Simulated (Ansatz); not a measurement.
`[OH][GeH2][SiH2]S` → `[SiH3][O][GeH2][SH]`  (isomerisation)

Computed with Ansatz on PBE0-D4/def2-TZVP structures; ΔE is electronic, products minus reactants. CBS: MP2 limit from def2 TZ/QZ plus the TZ coupled-cluster correction, frozen cores. Functionals use def2-TZVPP. B3LYP here is the variant with VWN-RPA as its local correlation; programs differ in this. For Ge outer-core shells are correlated without core-valence functions, which leaves a few kJ/mol of doubt a bond. Scalar relativity is left out up to krypton. One conformer a species, not always the lowest.

| level | ΔE (kJ/mol) | difference from CCSD(T)/CBS |
| --- | --- | --- |
| PBE-D4 | -63.1 | 22.8 |
| r2SCAN-D4 | -81.2 | 4.7 |
| PBE0-D4 | -71.2 | 14.7 |
| B3LYP-D4 | -86.5 | -0.6 |
| ωB97X-V | -86.1 | -0.2 |
| ωB97M-V | -86.8 | -0.9 |
| B2PLYP | -91.6 | -5.7 |
| PBE | -63.4 | 22.5 |
| r2SCAN | -81.1 | 4.8 |
| PBE0 | -71.3 | 14.6 |
| B3LYP | -87.1 | -1.2 |
| HF/def2-TZVPP | -118.0 | -32.1 |
| MP2/def2-TZVPP | -94.0 | -8.1 |
| SCS-MP2/def2-TZVPP | -100.3 | -14.4 |
| CCSD/def2-TZVPP | -93.7 | -7.8 |
| CCSD(T)/def2-TZVPP | -90.6 | -4.7 |
| HF/def2-QZVPP | -120.3 | -34.4 |
| MP2/def2-QZVPP | -92.1 | -6.2 |
| SCS-MP2/def2-QZVPP | -98.6 | -12.7 |
| HF/CBS(def2) | -120.7 | -34.8 |
| MP2/CBS(def2) | -89.3 | -3.4 |
| CCSD/CBS(def2) | -89.0 | -3.1 |
| CCSD(T)/CBS | -85.9 | 0 |

Largest T1 diagnostic among the species: 0.012.

In def2-TZVPP, CCSD(T) changes the Hartree–Fock value by +27.4 kJ/mol (the triples alone add +3.0 kJ/mol) and MP2 by +24.0 kJ/mol. From PBE to PBE0 (25 % exact exchange), in def2-TZVPP and without D4, ΔE moves by −7.9 kJ/mol.
